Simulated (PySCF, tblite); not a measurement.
Compound: C₉H₈F₂.
Atom-mapped SMILES: `[CH2:1]=[CH:2][c:3]1[cH:4][c:5]([CH2:6][F:7])[cH:8][cH:9][c:10]1[F:11]` (hydrogens: H12, H13 on C1; H14 on C2; H15 on C4; H16, H17 on C6; H18 on C8; H19 on C9)

Cartesian coordinates in Å at the GFN2-xTB level; atoms count from 1:
```xyz
19
C9H8F2 angstrom
C      2.742    0.047    1.613
C      2.147    0.846    0.736
C      0.868    0.603    0.079
C     -0.001   -0.426    0.436
C     -1.209   -0.620   -0.217
C     -2.100   -1.749    0.225
F     -3.226   -1.851   -0.549
C     -1.577    0.225   -1.255
C     -0.739    1.259   -1.633
C      0.457    1.434   -0.968
F      1.258    2.451   -1.355
H      2.321   -0.893    1.929
H      3.691    0.308    2.046
H      2.634    1.767    0.446
H      0.268   -1.085    1.248
H     -1.581   -2.712    0.152
H     -2.441   -1.598    1.257
H     -2.516    0.076   -1.764
H     -1.005    1.928   -2.435
```

Method used: PBE0/pcSseg-1 in PySCF (dipole) on a GFN2-xTB geometry, gas phase.

Take the most abundant isotopes and a rigid rotor. The values belong to one conformer with, in the numbering `[CH2:1]=[CH:2][c:3]1[cH:4][c:5]([CH2:6][F:7])[cH:8][cH:9][c:10]1[F:11]`, C1–C2–C3–C4 10°, C4–C5–C6–F7 -177°.

**Question.** What are A, B and C (MHz)?

**Answer.** Ia = 270.60, Ib = 704.73, Ic = 971.37 u·Å²; 505379 MHz·u·Å²/I gives A = 1868, B = 717.1, C = 520.3 MHz.

**Question.** What kind of rotor is it?

**Answer.** An asymmetric top. Ray's parameter κ = (2B − A − C)/(A − C) = -0.708; −1 is the prolate and +1 the oblate limit.

**Question.** What does the inertial defect say?

**Answer.** Not planar: Δ = Ic − Ia − Ib = -3.96 u·Å². For a rigid frame Δ = −2 Σ m c², so Σ m c² = 1.98 u·Å² lies off the ab plane: 1.73 from hydrogen and 0.25 from heavier atoms. The atom farthest from that plane is 0.98 Å away.

**Question.** Give the other two planar moments, Paa and Pbb, and the rms extents of the mass along the axes.

**Answer.** Paa = Σ m a² = (Ib + Ic − Ia)/2 = 702.75 and Pbb = Σ m b² = (Ia + Ic − Ib)/2 = 268.62 u·Å². With the mass M = 154.06 u, the rms extents √(P/M) along a, b and c are 2.14, 1.32, 0.11 Å.

**Question.** Where do the levels up to J = 5 lie, in K?

**Answer.** Above 0(0,0), as E/k:
J = 1: 1(0,1) 0.059, 1(1,1) 0.115, 1(1,0) 0.124
J = 2: 2(0,2) 0.177, 2(1,2) 0.224, 2(1,1) 0.252, 2(2,1) 0.418, 2(2,0) 0.419
J = 3: 3(0,3) 0.351, 3(1,3) 0.387, 3(1,2) 0.444, 3(2,2) 0.596, 3(2,1) 0.602, 3(3,1) 0.896, 3(3,0) 0.897
J = 4: 4(0,4) 0.578, 4(1,4) 0.604, 4(1,3) 0.698, 4(2,3) 0.833, 4(2,2) 0.849, 4(3,2) 1.136, 4(3,1) 1.137, 4(4,1) 1.554, 4(4,0) 1.554
J = 5: 5(0,5) 0.856, 5(1,5) 0.873, 5(1,4) 1.013, 5(2,4) 1.127, 5(2,3) 1.162, 5(3,3) 1.436, 5(3,2) 1.438, 5(4,2) 1.853, 5(4,1) 1.853, 5(5,1) 2.390, 5(5,0) 2.390
Those of J = 1 are B + C, A + C and A + B.

**Question.** Which types of transition are allowed, and where do some lines up to J = 5 fall?

**Answer.** The dipole components are |μa| = 0.01 D, |μb| = 1.67 D, |μc| = 0.11 D. Intensities carry the squares of the components, which stand as 0.00 : 1.00 : 0.00 (a : b : c). Some lines, for components of 0.1 D or more:

```tsv
type	branch	J(Ka,Kc)	MHz	lower level (cm⁻¹)
b	R	5(2,3) ← 4(3,2)	535	0.790
c	Q	2(1,2) ← 2(0,2)	977	0.123
c	Q	1(1,1) ← 1(0,1)	1151	0.041
b	Q	2(1,1) ← 2(0,2)	1567	0.123
c	R	1(1,0) ← 0(0,0)	2585	0.000
b	Q	5(1,4) ← 5(0,5)	3256	0.595
b	R	5(1,4) ← 4(2,3)	3747	0.579
c	R	3(1,2) ← 2(0,2)	5559	0.123
c	Q	5(3,3) ← 5(2,3)	5715	0.807
b	Q	5(3,2) ← 5(2,3)	5762	0.807
b	Q	4(3,1) ← 4(2,2)	6002	0.590
b	R	2(2,1) ← 1(1,0)	6123	0.086
c	R	2(2,0) ← 1(1,0)	6146	0.086
b	R	3(2,2) ← 2(1,1)	7164	0.175
c	R	4(1,3) ← 3(0,3)	7229	0.244
b	R	3(2,1) ← 2(1,2)	7868	0.156
b	R	4(2,3) ← 3(1,2)	8103	0.308
c	R	4(2,3) ← 3(1,3)	9283	0.269
b	R	3(3,1) ← 2(2,0)	9947	0.291
b	R	4(3,2) ← 3(2,1)	11136	0.418
c	R	4(3,1) ← 3(2,1)	11148	0.418
c	R	5(3,3) ← 4(2,3)	12568	0.579
b	R	5(4,2) ← 4(3,1)	14932	0.790
b	R	5(4,1) ← 4(3,2)	14945	0.790
```

Its GFN2-xTB frequencies are all real (lowest 20 cm⁻¹). Constants of a rigid frame at the computed geometry: no zero-point averaging, no centrifugal distortion.

Hardware: an x86-64 server with one thread, no GPU (shared host). Cost: 65 s of wall time. This is the PBE0/pcSseg-1 job that gave the dipole, with the shieldings it also computed.
